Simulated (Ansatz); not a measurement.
The lowest singlet and triplet of SH (SMILES [SH+]); geometries from B3LYP-D3(BJ)/def2-TZVP, each state relaxed from the structure named, with no frequency check, low spin by broken symmetry.
Singlet (charge 1, multiplicity 1):
```xyz
2

S      0.0000     0.0000    -0.0807
H      0.0000     0.0000     1.2908
```

```csv
level,"gap E(singlet) − E(triplet), vertical, at the singlet's geometry (kJ/mol)",cost
R-HF/cc-pV(D+d)Z,238.5,-
R-HF/cc-pV(T+d)Z,239.7,-
R-HF/cc-pV(Q+d)Z,239.6,-
U-SVWN5/def2-TZVPP (spin-contaminated),49.6,×1
U-PBE/def2-TZVPP (spin-contaminated),42.9,×2
R-r2SCAN/def2-TZVPP,212.8,×2
U-r2SCAN/def2-TZVPP (spin-contaminated),39.0,×5
R-B3LYP/def2-TZVPP,174.4,×1
U-B3LYP/def2-TZVPP (spin-contaminated),37.9,×3
R-PBE0/def2-TZVPP,193.9,×0.8
U-PBE0/def2-TZVPP (spin-contaminated),44.0,×2
R-BHLYP/def2-TZVPP,184.1,×0.9
R-wB97X-V/def2-TZVPP,163.4,×2
U-wB97X-V/def2-TZVPP (spin-contaminated),39.1,×5
R-wB97M-V/def2-TZVPP,155.5,×2
U-wB97M-V/def2-TZVPP (spin-contaminated),51.7,×4
R-B2PLYP/def2-TZVPP,178.2,×1
U-B2PLYP/def2-TZVPP (spin-contaminated),45.4,×2
R-MP2/cc-pV(Q+d)Z,183.2,-
R-SCS-MP2/cc-pV(D+d)Z,185.6,-
R-SCS-MP2/cc-pV(T+d)Z,169.1,-
R-SCS-MP2/cc-pV(Q+d)Z,162.2,-
R-CCSD/cc-pV(D+d)Z,169.6,-
R-CCSD/cc-pV(T+d)Z,159.4,-
R-CCSD/cc-pV(Q+d)Z,155.9,-
R-CCSD(T)/cc-pV(Q+d)Z,144.1,×7
R-CCSDT/cc-pV(D+d)Z,140.6,-
R-CCSDT/cc-pV(T+d)Z,127.4,-
R-CCSDT/cc-pV(Q+d)Z,123.7,-
R-CCSDT(Q)/cc-pV(T+d)Z,125.3,×20
"SA-CASSCF(6,5)/cc-pV(D+d)Z",163.2,-
"SA-CASSCF(6,5)/cc-pV(Q+d)Z",155.6,-
"SC-NEVPT2 on SA-CASSCF(6,5)/cc-pV(D+d)Z",144.8,-
"SC-NEVPT2 on SA-CASSCF(6,5)/cc-pV(T+d)Z",130.1,-
"SC-NEVPT2 on SA-CASSCF(6,5)/cc-pV(Q+d)Z",125.3,-
"FIC-NEVPT4(SD) on SA-CASSCF(6,5)/cc-pV(D+d)Z",141.0,-
"FIC-NEVPT4(SD) on SA-CASSCF(6,5)/cc-pV(Q+d)Z",120.5,-
"FIC-MRCISD+Q on SA-CASSCF(6,5)/cc-pV(D+d)Z",139.3,-
"FIC-MRCISD+Q on SA-CASSCF(6,5)/cc-pV(T+d)Z",123.4,-
"FIC-MRCISD+Q on SA-CASSCF(6,5)/cc-pV(Q+d)Z",118.7,-
```

The rows run from 37.9 (U-B3LYP/def2-TZVPP (spin-contaminated)) to 239.7 kJ/mol (R-HF/cc-pV(T+d)Z). In cc-pV(Q+d)Z the value moves R-HF 239.6, R-MP2 183.2, R-CCSD 155.9, R-CCSD(T) 144.1, a shift of -95.5 from R-HF to R-CCSD(T). The 7 R-functionals in def2-TZVPP without D3 or D4 span 57.3, from R-wB97M-V to R-r2SCAN.

A positive gap puts the triplet lower; no zero-point energy. R- takes a restricted singlet, here one determinant of a half-filled degenerate or near-degenerate pair, which mixes singlet states. U- takes an unrestricted singlet (broken symmetry where lower, unprojected). The triplet is unrestricted in single-reference levels. Active spaces average the two states.

Cores are frozen in the correlated methods.

Doubts at one or more of the structures used: a restricted determinant that unrestricted orbitals would lower (R-HF/cc-pV(D+d)Z, R-HF/cc-pV(T+d)Z, R-HF/cc-pV(Q+d)Z, R-r2SCAN/def2-TZVPP, R-B3LYP/def2-TZVPP, R-PBE0/def2-TZVPP, R-BHLYP/def2-TZVPP, R-wB97X-V/def2-TZVPP, R-wB97M-V/def2-TZVPP, R-B2PLYP/def2-TZVPP, R-MP2/cc-pV(Q+d)Z, R-SCS-MP2/cc-pV(D+d)Z, R-SCS-MP2/cc-pV(T+d)Z, R-SCS-MP2/cc-pV(Q+d)Z, R-CCSD/cc-pV(D+d)Z, R-CCSD/cc-pV(T+d)Z, R-CCSD/cc-pV(Q+d)Z, R-CCSD(T)/cc-pV(Q+d)Z, R-CCSDT/cc-pV(D+d)Z, R-CCSDT/cc-pV(T+d)Z, R-CCSDT/cc-pV(Q+d)Z, R-CCSDT(Q)/cc-pV(T+d)Z); other coupled-cluster roots lie near (R-CCSDT/cc-pV(D+d)Z, R-CCSDT/cc-pV(T+d)Z, R-CCSDT/cc-pV(Q+d)Z, R-CCSDT(Q)/cc-pV(T+d)Z).

The values were computed with Ansatz (Gaussian orbitals). Values without a source in brackets are computed.

Costs are rough ratios of core time to R-PBE/def2-TZVPP (about 0.5 s over the structures, on one shared machine); a dash marks a level with no comparable run of its own.

Ansatz is a program for electronic structure.
